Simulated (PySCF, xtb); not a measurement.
C₅H₅Cl, SMILES C1=C(C=CC1)Cl.

GFN2-xTB in xtb at its own geometry gives an orbital gap of 3.62 eV and a dipole moment of 2.52 D.

Geometry optimised at PBE0-D3(BJ)/def2-SVP. Other conformers were not sampled.

What does ωB97X/def2-TZVP (PySCF) give? (Estimate from the structure and the level; the computed values follow.)

gap 10.09 eV (levels -8.80 and 1.29 eV), dipole 2.10 D.
